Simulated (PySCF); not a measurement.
F$_{2}$Sr, singlet, geometry from GFN2-xTB (such geometries of metal compounds can be far from the true shape) (core potentials on Sr).

Here is a job for PySCF.
```python
from pyscf import gto, scf, dft

mol = gto.M(
    atom='''
Sr   -0.410213   -0.094669   -0.036572
F     0.687513    1.358642   -0.920318
F     1.044498   -0.958929    1.074731
''',
    basis='def2-svp',
    ecp={'Sr': 'def2-svp'},
    charge=0,
    spin=0,
    verbose=4,
)

mf = dft.RKS(mol)
mf.xc = 'r2scan'
mf.grids.atom_grid = (99, 590)
mf.grids.prune = None
mf.kernel()
```

What does this run give for the HOMO-LUMO gap, number of basis functions, total energy, Mulliken (on the basis functions themselves) charges in atom order, dipole moment?


```
Property                                                                                  Result
------------------------------------------------------------------  ----------------------------
HOMO-LUMO gap                                                                            5.01 eV
number of basis functions                                                                     51
total energy                                                                        -230.2910 Eh
Mulliken (on the basis functions themselves) charges in atom order  Sr1 0.98, F2 -0.49, F3 -0.49
dipole moment                                                                             7.93 D
```
